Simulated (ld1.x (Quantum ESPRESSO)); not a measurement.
**An all-electron radial function and its pseudo partner (phosphorus)**

Columns: radius, all-electron u(r) and pseudo u(r) of the 3p shell (level -5.52 eV) of phosphorus in the configuration [Ne] 3s2 3p3; PBE, non-relativistic, TM scheme, ld1.x (Quantum ESPRESSO) 7.5.

```csv
r (bohr),all-electron,pseudo
0.085,0.1045,-0.0038
0.170,0.2320,-0.0152
0.255,0.2924,-0.0339
0.340,0.2861,-0.0595
0.425,0.2323,-0.0917
0.510,0.1503,-0.1297
0.595,0.0543,-0.1727
0.680,-0.0458,-0.2199
0.765,-0.1435,-0.2702
0.850,-0.2350,-0.3224
0.935,-0.3183,-0.3751
1.020,-0.3921,-0.4269
1.105,-0.4567,-0.4763
1.190,-0.5120,-0.5221
1.275,-0.5586,-0.5630
1.360,-0.5965,-0.5981
1.445,-0.6264,-0.6268
1.530,-0.6489,-0.6490
1.615,-0.6649,-0.6649
1.700,-0.6750,-0.6750
1.785,-0.6799,-0.6799
1.870,-0.6803,-0.6803
1.955,-0.6769,-0.6769
2.040,-0.6702,-0.6702
2.125,-0.6607,-0.6607
2.210,-0.6490,-0.6490
```

Q: How many radial nodes do the two functions have?

A: The all-electron 3p function has n − l − 1 = 1; the pseudo-wave has 0, since the states of the same l below it are removed with the core.

Q: At about which radius was the pseudo-wave matched?

A: 1.70 bohr. The columns agree to 0.0005 from 1.45 bohr on; several derivatives are matched, so the curves merge somewhat inside the radius.

Q: Where does each function peak?

A: Outermost all-electron maximum near 1.87 bohr, pseudo maximum near 1.87 bohr (to the table’s step).

Q: Is the pseudo-wave norm-conserving?

A: Yes: the TM scheme keeps the norm inside the radius equal to the all-electron one, which fixes the energy derivative of the logarithmic derivative at the level.
